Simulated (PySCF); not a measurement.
Cd(SeH)(SiH3) (CdH4SeSi), SMILES [SiH3][Cd][SeH].

Geometry: B3LYP-D3(BJ)/def2-SVP. The def2 effective core potentials stand for the cores of Cd; spin–orbit coupling is left out. Other conformers were not sampled.

Level of theory: PySCF with IEF-PCM-M06-2X/def2-SVP.

The values are the electrostatic part of the solvation free energy, E(continuum) − E(gas) at the gas-phase geometry, in a cavity of scaled van der Waals radii (PySCF's table); cavitation and dispersion terms are not included. A continuum can't describe solvent molecules that bind to the metal. In vacuum the orbital gap is 6.88 eV. The dipole moment in vacuum is 1.68 D.

Problem. Estimate the values in water (ε = 78.36), diethylether (ε = 4.24), chloroform (ε = 4.71). (An estimate is asked for; the answer gives what the named calculation found.)

Solution. 
| solvent | ε | ΔG(elec) (kcal/mol) | dipole (D) | gap (eV) |
|---|---|---|---|---|
| water | 78.36 | -12.0 | 2.29 | 7.75 |
| diethylether | 4.24 | -7.8 | 2.11 | 7.44 |
| chloroform | 4.71 | -8.1 | 2.13 | 7.47 |
